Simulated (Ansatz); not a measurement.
# Reading a saddle point

A first-order saddle point of ZnH₄O₂, singlet, PBE0-D4/def2-TZVP, with one imaginary mode of 1248i cm⁻¹:

```xyz
7
angstrom
Zn -0.0316 -0.0637 -0.4208
O -0.1191 -0.6797 1.4194
O 0.4068 -0.4352 -2.1115
H -0.4383 0.5667 1.2619
H -0.6810 1.3025 0.6404
H 0.6363 -0.9657 1.9407
H 0.2271 0.2749 -2.7301
```

Program: Ansatz 0.2.0. Basis: def2-TZVPP and def2-QZVPP. Cores are frozen in the correlated methods. The 3s and 3p shells of Cu and Zn are frozen; filled d shells are correlated. Extrapolation: Hartree–Fock as exp(−7.88 √X), correlation as X^−2.97.

(1) Which contacts change along the imaginary mode, and what lies on either side? (A judgement: the text doesn't fix the answer.)

(2) Which side is lower, and how far does the saddle lie above each? (To be estimated.)

No T1 diagnostic of these runs exceeds 0.017.

## Answers

(1) The calculation gives: The step is ZnH₂O₂ ([OH][Zn][OH]) + H₂ → ZnH₂O ([OH][ZnH]) + H₂O (still joined by a long Zn–O bond), with the molecules in contact on both sides. Shortening one way: Zn1–H5, O2–H4; lengthening the same way: Zn1–O2, H4–H5.
| pair | one side (Å) | saddle (Å) | other side (Å) |
| --- | --- | --- | --- |
| Zn1–H5 | 2.49 | 1.85 | 1.53 |
| O2–H4 | 2.76 | 1.30 | 0.96 |
| Zn1–O2 | 1.77 | 1.94 | 2.25 |
| H4–H5 | 0.75 | 0.99 | 3.72 |

(2) Computed: The side with Zn1–H5, O2–H4 short is lower by 36.2 kJ/mol; the saddle lies 144.4 kJ/mol above it and 108.2 kJ/mol above the other (CCSD(T) at an estimated basis limit (MP2 extrapolated from triple and quadruple zeta, plus CCSD(T) − MP2 in triple zeta); electronic energies).

Labels in which every atom is bracketed show which atoms are joined, not bond orders.

For scale, one of the runs: CCSD(T)/def2-TZVPP, 182 basis functions, launched by `ansatz run in.yaml --threads 4 --pin off --events-out ev --progress --plain --max-ram 9574MiB`. Hardware: 4 CPU threads of an Arm Neoverse V2, shared host. Wall time 27 s; peak host memory 1.8 GiB.
